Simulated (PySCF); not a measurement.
Screening by computed properties: pick the candidate that meets the target.

Species are written as SMILES; each is one conformer at its optimised geometry, gas phase, non-relativistic unless stated; the electronic structure was computed with PySCF and density fitting.

The conformers computed, where there is a choice (atom-mapped SMILES and torsion angles):
- `[CH3:1][C:2](=[O:3])[C:4](=[O:5])[CH2:6][SiH2:7][OH:8]`: C1–C2–C4–O5 -40°, C2–C4–C6–Si7 88°, C4–C6–Si7–O8 -64°, H–O8–Si7–C6 10°
- `[CH3:1][O:2][CH2:3][Si@:4]1([OH:5])[CH:6]=[CH:7][O:8]1`: C1–O2–C3–Si4 -67°, O2–C3–Si4–O5 76°, H–O5–Si4–C3 157°

(1) Wanted: lowest singlet excitation below 4 eV (TDDFT B3LYP/def2-SVPD) and electronic spatial extent ⟨r²⟩ about the centre of nuclear charge above 1220 bohr² (B3LYP/def2-SVPD), at GFN2-xTB geometries. Which candidate meets both?
A. `CC(=O)C(=O)C[SiH2]O`
B. `C#Cc1cncn1[SiH3]`
C. `CC1=CC(F)=CC[C@@H]1F`
D. `COC[Si@]1(O)C=CO1`

(2) Wanted: lowest triplet excitation (Tamm–Dancoff) between 2.7 eV and 3.7 eV (TDA B3LYP/def2-SVPD) and dipole moment below 3 D (B3LYP/def2-SVPD), at GFN2-xTB geometries. Which candidate meets both?
A. `CC1=CC(F)=CC[C@@H]1F`
B. `CC(=O)C(=O)C[SiH2]O`
C. `COC[Si@]1(O)C=CO1`
D. `C#Cc1cncn1[SiH3]`

## Answers

(1) A. Computed values:
```
             species  lowest singlet excitation  electronic spatial extent ⟨r²⟩ about the centre of nuclear charge
 CC(=O)C(=O)C[SiH2]O                    3.01 eV                                                         1241 bohr²
CC1=CC(F)=CC[C@@H]1F                    4.65 eV                                                         1176 bohr²
    C#Cc1cncn1[SiH3]                    5.12 eV                                                         1090 bohr²
   COC[Si@]1(O)C=CO1                    5.29 eV                                                         1206 bohr²
```

(2) A. Computed values:
```csv
species,lowest triplet excitation (Tamm–Dancoff),dipole moment
CC(=O)C(=O)C[SiH2]O,2.50 eV,2.84 D
CC1=CC(F)=CC[C@@H]1F,2.88 eV,2.55 D
C#Cc1cncn1[SiH3],3.55 eV,3.22 D
COC[Si@]1(O)C=CO1,3.84 eV,1.34 D
```
